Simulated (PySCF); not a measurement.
**Gd²⁺ (gadolinium, charge +2) across methods**

[Xe] 4f7 6p1, high-spin 9P determinant (an excited configuration). Calculation: PySCF 2.14, in ANO-RCC-VTZP; scalar relativity by spin-free X2C-1e.

```csv
method,E (hartree),mean ε 5p β (eV),mean ε 4f α (eV),mean ε 6p α (eV),Σ⟨r²⟩ (bohr²),⟨S²⟩
r2SCAN,-11269.58,-43.782,-28.725,-12.929,54.35,20.006
PBE,-11269.30,-43.175,-28.275,-12.909,54.17,20.003
PBE0,-11269.24,-45.028,-31.512,-13.348,54.42,20.004
UHF,-11265.54075,-49.210,-40.587,-14.238,55.90,20.006
```

Estimate the same row for LDA.

E (hartree) = -11261.11; mean ε 5p β (eV) = -43.441; mean ε 4f α (eV) = -28.513; mean ε 6p α (eV) = -12.915; Σ⟨r²⟩ (bohr²) = 53.90; ⟨S²⟩ = 20.003.

Spin-orbit coupling, absent here, splits the open shell strongly.
